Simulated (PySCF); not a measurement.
Computed IR spectrum (relative IR intensity) of a molecule C2H8FNSi2. Geometry: B3LYP-D3(BJ)/def2-SVP. Other conformers were not sampled. All values below come from B3LYP-D3(BJ)/def2-SVP (PySCF). Frequencies are harmonic and unscaled.

Lines under 2 % of the strongest are left out, and lines within 2 cm⁻¹ are merged.

```json
[
 {"ν (cm⁻¹)": "328", "relative intensity": "3.0"},
 {"ν (cm⁻¹)": "371", "relative intensity": "11"},
 {"ν (cm⁻¹)": "423", "relative intensity": "6.4"},
 {"ν (cm⁻¹)": "542", "relative intensity": "8.0"},
 {"ν (cm⁻¹)": "596", "relative intensity": "2.4"},
 {"ν (cm⁻¹)": "693", "relative intensity": "2.7"},
 {"ν (cm⁻¹)": "717", "relative intensity": "19"},
 {"ν (cm⁻¹)": "742", "relative intensity": "16"},
 {"ν (cm⁻¹)": "839", "relative intensity": "7.6"},
 {"ν (cm⁻¹)": "868", "relative intensity": "98"},
 {"ν (cm⁻¹)": "905", "relative intensity": "36"},
 {"ν (cm⁻¹)": "937", "relative intensity": "53"},
 {"ν (cm⁻¹)": "941", "relative intensity": "100"},
 {"ν (cm⁻¹)": "972", "relative intensity": "29"},
 {"ν (cm⁻¹)": "1001", "relative intensity": "32"},
 {"ν (cm⁻¹)": "1022", "relative intensity": "15"},
 {"ν (cm⁻¹)": "1044", "relative intensity": "5.5"},
 {"ν (cm⁻¹)": "1201", "relative intensity": "52"},
 {"ν (cm⁻¹)": "1421", "relative intensity": "6.3"},
 {"ν (cm⁻¹)": "1669", "relative intensity": "3.6"},
 {"ν (cm⁻¹)": "2201", "relative intensity": "45"},
 {"ν (cm⁻¹)": "2219", "relative intensity": "44"},
 {"ν (cm⁻¹)": "2252", "relative intensity": "51"},
 {"ν (cm⁻¹)": "2254", "relative intensity": "23"},
 {"ν (cm⁻¹)": "3115", "relative intensity": "3.5"},
 {"ν (cm⁻¹)": "3206", "relative intensity": "3.2"},
 {"ν (cm⁻¹)": "3577", "relative intensity": "13"}
]
```

Question: Pick the molecule that these values belong to.
A. C/N=C\[SiH2][SiH2]F
B. C=C[Si@@H](F)N[SiH3]
C. N[SiH2][SiH2]/C=C\F
D. FC[Si@@H]1C[SiH2]N1

Answer: B, C=C[Si@@H](F)N[SiH3]
